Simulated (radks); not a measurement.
Results of a calculation; reference values are marked as such.
Q: The mean radii <r> (bohr) of the occupied orbitals of an atom or ion are listed with their occupations. Code: a radial shooting solver on a logarithmic mesh with Libxc functionals. Model: scalar-relativistic Kohn-Sham, XLYP, spin-unpolarised, spherical densities, point nucleus.

orbital  occ.      <r>
1s          2  0.04029
2s          2   0.1778
2p          6   0.1551
3s          2   0.5063
3p          6   0.5126
3d          9   0.5108
4s          2    1.354
4p          5    1.528
5p          1    3.977

Name the element and its charge.

A: Z = 37, rubidium, charge +2: Rb2+ in [Ar] 3d9 4s2 4p5 5p1. The 1s radius gives Z: for a bare nucleus <r> = (2 gamma + 1)/(2Z) with gamma = sqrt(1 - (Z/c)^2), 0.03954 bohr for Z = 37, and screening makes it slightly larger (0.04029 here). The occupations add up to 35, and the charge is Z minus that.
